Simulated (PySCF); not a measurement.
Planning an EPR job on `C=C1[CH][C@H](BCl)C=C1Cl` [radical].

Method: UKS B3LYP, pcH-1 on B C Cl H, non-relativistic, mean-field spin-orbit, GIAO (PySCF 2.14.0). Geometry: GFN2-xTB. Work: unrestricted SCF, g, hyperfine, density and orbital grids written, density fitting. A driver script takes a list of jobs; this job's settings line and coordinates (Å) are shown.

Command:
```bash
OMP_NUM_THREADS=1 python probes_run.py task.json out
```

Input:
```
{"job": {"kind": "epr", "basis": "pcH-1"}, "charge": 0, "multiplicity": 2}
C      2.519990    -0.337202    -0.760922
C      1.235646    -0.089634    -0.350592
C      0.222604    -1.000343    -0.061066
C     -1.029341    -0.295534     0.316607
B     -2.312206    -0.619035    -0.587171
Cl    -3.678866     0.354263    -0.464682
C     -0.615764     1.149909     0.277816
C      0.656606     1.238619    -0.119725
Cl     1.548573     2.685126    -0.336958
H      3.207389     0.467721    -0.942636
H      2.866438    -1.342617    -0.910592
H      0.306318    -2.068060    -0.122860
H     -1.322925    -0.562387     1.343239
H     -2.326984    -1.530153    -1.324465
H     -1.281894     1.957317     0.516439
```

Hardware: one thread of an Arm Neoverse V1, shared host with 32 logical CPUs at a one-minute load of 24. PySCF's memory limit was set to 1600 MB.

The basis has 305 functions.

Estimate the wall time.

About 2.5 min. CPU seconds by part: SCF 57, spin–orbit mean field 4.2, g tensor 50, hyperfine 28.

How much memory does it need at the peak?

About 1.2 GiB. Peak memory is the resident size of the whole Python process, interpreter and libraries included.

At this speed, how long would 20000 such jobs take on 96 cores, one job a core?

20000/96 gives 209 rounds of 2.5 min, about 8.7 h of wall time and 830 core-hours, if the jobs don't slow each other.

The host was shared with other jobs, so the times are rough.

The run converged: ⟨S²⟩ 0.782; g_iso 2.0026.
